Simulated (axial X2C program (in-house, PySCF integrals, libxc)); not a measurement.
## Potential curves of CoGe, 2c

Calculated with an in-house relativistic program for diatomic molecules. Two-component (2c) means X2C with spin–orbit coupling and atomic mean-field two-electron Coulomb and Gaunt terms. Basis: Ge dyall-cv3z [9s9p7d4f1g], Co dyall-cv3z [9s10p6d3f2g] (cores contracted in-house); Gaussian nuclei, density fitting, unrestricted open shells. Masses: Ge 73.921 u, Co 58.933 u.

State: Ω = 7/2 (⟨Sz⟩ = 0.50, ⟨Lz⟩ = 3.00 at B3LYP). Energies in cm⁻¹ from the lowest point of each curve. Fits are polynomials in 1 − R0/R over 0.85 to 1.23 times the lowest point R0.

```json
{"R (Å)": "2.0306", "B3LYP": "4286", "HF": "12743"}
{"R (Å)": "2.1239", "B3LYP": "1782", "HF": "7798"}
{"R (Å)": "2.1940", "B3LYP": "713", "HF": "5152"}
{"R (Å)": "2.2640", "B3LYP": "161", "HF": "3220"}
{"R (Å)": "2.3340", "B3LYP": "0", "HF": "1854"}
{"R (Å)": "2.4157", "B3LYP": "179", "HF": "818"}
{"R (Å)": "2.4974", "B3LYP": "645", "HF": "245"}
{"R (Å)": "2.6024", "B3LYP": "1526", "HF": "0"}
{"R (Å)": "2.7308", "B3LYP": "2862", "HF": "204"}
{"R (Å)": "2.9175", "B3LYP": "5020", "HF": "1027"}
```

Occupations by symmetry block were frozen at the best pattern of an incomplete PBE0 search. Density functionals use the spin component along the axis (collinear). PBE0 can misorder states that lie within some tenths of an eV, so this need not be the ground state of the molecule. The nearest other spin-free determinant of the search, M_S = 3/2, Λ = 3, lies 0.06 eV up at the distance of the search. Without a current term, density functionals place determinants with orbital angular momentum somewhat too high. With several unpaired electrons one determinant need not be a pure state. A state of lower Ω lies just above, and one determinant can place such states too high, so the state shown need not be the lowest. The search has Ω = 5/2 only 0.05 eV up. The determinant is spin-polarised beyond a pure state at some levels (its spin-free form has ⟨S²⟩ too high), which makes Re and μ there less reliable.

**Question.** Fit the B3LYP curve near its minimum: give the equilibrium distance and the harmonic wavenumber.

**Answer.** At B3LYP, 2c: Re = 2.334 Å, ωe ≈ 248 cm⁻¹; Be follows as 0.0944 cm⁻¹.

**Question.** What are Re and ωe at the HF level?

**Answer.** At HF, 2c: Re = 2.610 Å, ωe ≈ 185 cm⁻¹; Be follows as 0.0755 cm⁻¹.
